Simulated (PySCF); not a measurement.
# Circular dichroism: `CC#C[Si@H]1P[Si@H](F)P1`, C3H7FP2Si2

Geometry:
```tsv
atom	x (Å)	y (Å)	z (Å)
C1	3.321	0.764	-0.668
C2	2.122	0.287	-0.022
C3	1.128	-0.118	0.529
Si4	-0.426	-0.709	1.322
P5	-1.990	0.950	1.512
Si6	-3.031	-0.250	-0.091
F7	-4.495	-0.684	0.426
P8	-1.662	-2.044	-0.065
H9	3.292	0.524	-1.731
H10	3.403	1.844	-0.549
H11	4.194	0.291	-0.220
H12	-0.186	-1.364	2.612
H13	-1.384	1.832	0.636
H14	-3.294	0.394	-1.368
H15	-0.995	-1.709	-1.230
```

Level of theory: TDDFT PBE0/def2-SVPD circular dichroism and optical rotation, one conformer, gas phase in PySCF 2.14.0. Geometry: GFN2-xTB.

Singlets 7 and 8 lie within 0.01 eV of each other, so their separate moments and overlaps can depend on how they mix.

(1) Which excitations and rotatory strengths does the calculation give?

Results:

(1) Rotatory strengths R in 10⁻⁴⁰ esu² cm², velocity form and length form (origin at the centre of mass); f in length form.
```tsv
state	E (eV)	λ (nm)	f	R (velocity)	R (length)	main
1	4.50	276	0.007	0.0	0.0	HOMO→LUMO 0.98
2	4.73	262	0.028	+1.1	+1.1	HOMO→LUMO+1 0.98
3	4.83	257	0.010	-0.6	-0.6	HOMO→LUMO+2 0.96
4	5.46	227	0.017	+1.4	+1.3	HOMO→LUMO+3 0.76, HOMO−1→LUMO+1 0.17
5	5.59	222	0.013	+1.1	+1.0	HOMO−1→LUMO+1 0.73, HOMO→LUMO+3 0.18
6	5.82	213	0.010	+3.6	+3.5	HOMO−2→LUMO+1 0.46, HOMO−1→LUMO 0.27
7	5.89	210	0.0001	+4.6	+4.3	HOMO−2→LUMO+2 0.48, HOMO→LUMO+5 0.30
8	5.90	210	0.007	+0.8	+0.8	HOMO−1→LUMO 0.65, HOMO−1→LUMO+2 0.17
```

Among the states computed, the strongest CD band (largest |R|) is state 7. The largest dissymmetry factor in size, g = 4R/(D+G), with D and G the electric and magnetic dipole strengths, is +0.23 for state 7 (velocity form, f = 0.0002), among bands with |R| over 0.5. The mirror image has the same energies and oscillator strengths and all R with the opposite sign.
